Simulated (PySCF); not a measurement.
# Correlation energy of S²⁺ (sulfur, charge +2)

[Ne] 3s2 3p2, high-spin 3P determinant. All numbers are calculated (PySCF 2.14, no relativity, point nucleus, in def2-TZVP). Frozen: [Ne]; 4 electrons correlated.

MP2 pair energies summed by pair of shells (mhartree):

| pair | energy | share (%) |
| --- | --- | --- |
| 3s-3p | -41.10 | 62.8 |
| 3s-3s | -17.43 | 26.6 |
| 3p-3p | -6.93 | 10.6 |

Total MP2 correlation energy: -65.46 mhartree.

Same-spin part -10.82 and opposite-spin part -54.65 mhartree; SCS-MP2 scales them by 1/3 and 6/5 to -69.18 mhartree.

```json
{"level": "CCSD", "correlation energy (mhartree)": "-87.99"}
{"level": "(T)", "correlation energy (mhartree)": "-2.10"}
{"level": "CCSD(T)", "correlation energy (mhartree)": "-90.09"}
```

Diagnostics: T1 = 0.0085, D1 = 0.0221, largest double amplitude 0.105.

Cost of the coupled-cluster step: 0.5 s of wall time on 1 thread of Neoverse-N1 (shared host), for 4 correlated electrons.

Iterations:

```
CC2 = 0
CCSD nocc = (np.int64(3), np.int64(1)), nmo = (32, 32)
frozen orbitals [[0, 1, 2, 3, 4], [0, 1, 2, 3, 4]]
max_cycle = 100
direct = 0
conv_tol = 1e-08
conv_tol_normt = 1e-06
diis_space = 8
diis_start_cycle = 0
Init t2, MP2 energy = -0.0654649358760839
Init E_corr(UCCSD) = -0.0654649358772201
cycle = 1  E_corr(UCCSD) = -0.0808999224318044  dE = -0.0154349866  norm(t1,t2) = 0.0488082
cycle = 2  E_corr(UCCSD) = -0.0853158334192665  dE = -0.00441591099  norm(t1,t2) = 0.0187811
cycle = 3  E_corr(UCCSD) = -0.0879899684799397  dE = -0.00267413506  norm(t1,t2) = 0.00855963
cycle = 4  E_corr(UCCSD) = -0.0879776367019368  dE = 1.2331778e-05  norm(t1,t2) = 0.00150009
cycle = 5  E_corr(UCCSD) = -0.0879937590739484  dE = -1.6122372e-05  norm(t1,t2) = 0.000208791
cycle = 6  E_corr(UCCSD) = -0.0879890013172106  dE = 4.75775674e-06  norm(t1,t2) = 4.52592e-05
cycle = 7  E_corr(UCCSD) = -0.0879911776646115  dE = -2.1763474e-06  norm(t1,t2) = 6.37047e-06
cycle = 8  E_corr(UCCSD) = -0.0879906931362111  dE = 4.845284e-07  norm(t1,t2) = 1.51069e-06
cycle = 9  E_corr(UCCSD) = -0.0879906905109118  dE = 2.62529926e-09  norm(t1,t2) = 2.31742e-07
UCCSD converged
E(UCCSD) = -396.4157341442906  E_corr = -0.0879906905109118
UCCSD(T) correction = -0.00210253363710891
```
